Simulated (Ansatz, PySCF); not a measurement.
Dimer: HCl (SMILES Cl) (first 2 atoms) with Si2H6 (SMILES [SiH3][SiH3]); geometry from B3LYP-D3(BJ)/def2-TZVP, rigid monomers moved along the line of their centres of mass till H2···H9 is 1.78 Å.
(charge 0, multiplicity 1):
```xyz
10

Cl    -0.08021     0.57079     0.20848
H     -0.29666     1.26335     1.27031
Si     0.41995    -1.16516     3.46991
Si    -0.23124     0.99083     4.12624
H      1.66975    -1.10488     2.67850
H     -0.64782    -1.80089     2.66520
H      0.65714    -1.97831     4.68776
H     -1.48160     0.94868     4.92125
H     -0.48769     1.85585     2.94145
H      0.82992     1.64438     4.92881
```

Counterpoise-corrected where a basis set is named; no monomer relaxation. Rows marked so take none.

Correlated levels freeze the cores. Rows in STO-3G carry no dispersion term and start afresh at each structure.

Codes used: Ansatz (Gaussian basis) for Hartree–Fock, density functionals and correlated methods; PySCF for STO-3G rows, the dispersion terms. Values without a source in brackets are computed.

Problem. Give the interaction energy at the level r2SCAN-D4/def2-TZVPPD.

Solution. -5 kJ/mol

Problem. Predict the interaction energy from MP2/aug-cc-pV(D+d)Z.

Solution. -2 kJ/mol

Problem. What is the computed interaction energy (HF/STO-3G (no counterpoise))?

Solution. 8 kJ/mol

Ansatz is a program for electronic structure.
